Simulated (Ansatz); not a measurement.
A run for Ansatz (a program for electronic structure): U-B3LYP/def2-TZVPP on CNO (SMILES [N]=C=O), 2S+1 = 2, atoms moved off the minimum.

Ansatz 0.2 input:
```yaml
crystal:
  periodic: [false, false, false]
  atoms:
    - {symbol: N, position_ang: [-0.00129170, 0.15030686, -1.32109147]}
    - {symbol: C, position_ang: [0.01380559, -0.06599769, -0.07010654]}
    - {symbol: O, position_ang: [-0.18031537, -0.20093136, 1.06102720]}
basis:
  gaussian:
    orbitals: def2-TZVPP
hamiltonian:
  xc: {name: B3LYP}
magnetization: {spin_polarized: true, initial_magnetization: 1}
output: {forces: true}
```

The head of its log:

```
WARN ansatz: RAYON_NUM_THREADS=1 ignored (pool sized by the plan → 1); use --threads N
Functional definition: B3LYP
integrals: 0.01 GiB planned
486 factors; their error is unknown
mean field: 0.24 GiB planned
mean field evaluation 1: about -4570.7683 eV, gradient 2.8e1 eV
mean field evaluation 2: about -4568.2821 eV, gradient 3.9e1 eV
```

Predict the final total energy.

-168.0698 hartree.
